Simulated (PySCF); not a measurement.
**[SbF2]+: from structure and modes to constants**

These are results of PySCF, HF, basis Sb def2-TZVP with ECP28, F def2-TZVP (scalar-relativistic core potentials, no spin–orbit coupling, density fitting), not measurements.

The singlet minimum has C2v symmetry. Masses (u): Sb 120.90382, F 18.99840.

```xyz
3
charge 1 multiplicity 1, angstrom
Sb    0.0000    0.0000   -0.2924
F     1.3291    0.0000    0.9306
F    -1.3291    0.0000    0.9306
```

Harmonic wavenumbers (cm⁻¹): 262.5 (a1, ×1), 792.6 (b2, ×1), 812.7 (a1, ×1).

Q: Find the principal moments of inertia and the rotational constants. What kind of rotor is it?

A: About the centre of mass I = 43.244, 67.125, 110.37 u Å². With B = 16.8576/I this gives 0.3898, 0.2511, 0.1527 cm⁻¹. The molecule is an asymmetric top with κ = -0.17.

Q: What is the harmonic zero-point energy?

A: Half the sum of all 3 wavenumbers, 1868/2 = 934 cm⁻¹, which is 11.2 kJ/mol (1 cm⁻¹ = 0.0119627 kJ/mol).

Q: Give the standard entropy (298.15 K, 1 bar) by its translational, rotational, vibrational and spin parts, and Cp.

A: Sackur–Tetrode with M = 158.90 u gives 172.1; rotation with symmetry number 2 gives 95.5; vibration 8.6; spin R ln 1 = 0.0. The total is 276.1 J/(mol K), and Cp = 4 R + 12.7 = 46.0 J/(mol K).

This need not be the most stable arrangement of these atoms.
